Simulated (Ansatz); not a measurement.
Z-matrix (Å, degrees):
```
Si
Al 1 2.456
H 1 1.491 2 110.9
H 1 1.491 2 112.9 3 -120.6
H 1 1.492 2 110.9 3 118.9
C 2 1.954 1 117.4 3 121.3
H 2 1.584 1 123.2 3 -58.8
Cl 6 1.749 2 118.3 1 -179.9
C 6 1.332 2 123.1 1 0.1
H 9 1.086 6 123.2 2 179.9
H 9 1.086 6 119.5 2 -0.1
```

The species carries charge 0 and has multiplicity 1.

(1) List the ωB97M-V/def2-TZVPP orbital energies in eV (Ansatz). (An estimate is asked.)

Results:

(1) Computed: Occupied: -2772.01, -1806.69, -1532.47, -282.78, -282.02, -262.37, -199.89, -199.70, -199.68, -147.82, -117.07, -101.93, -101.93, -101.91, -76.74, -76.55, -76.53, -26.90, -23.65, -18.32, -17.77, -15.89, -14.88, -13.33, -12.85, -12.10, -12.08, -11.71, -10.61, -9.83, -9.61. Lowest empty: -0.52, 1.48, 1.71, 1.75, 2.80, 2.92, 2.94, 3.41.
